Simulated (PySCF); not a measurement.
HZn, neutral, multiplicity 2. Atoms are numbered in the order given.

```xyz
2

Zn     0.0000     0.0000    -0.0526
H      0.0000     0.0000     1.5782
```
Charge 0, spin multiplicity 2.

Coordinates come from a B3LYP-D3(BJ)/def2-TZVPD optimisation. The spin state was assumed, not searched.

The numbers are results of r2SCAN/def2-TZVPD (PySCF), not measurements.

Mulliken values depend strongly on the basis, most of all with diffuse functions as here. Atomic charges (e):

```json
[
 {"atom": "Zn1", "Mulliken": "-0.01", "meta-Löwdin": "?", "Mulliken spin": "0.65"},
 {"atom": "H2", "Mulliken": "0.01", "meta-Löwdin": "?", "Mulliken spin": "0.35"}
]
```

Some entries are withheld; supply them. (An estimate is asked for; the answer gives what the named calculation found.)


- Zn1, meta-Löwdin: 0.43
- H2, meta-Löwdin: -0.43
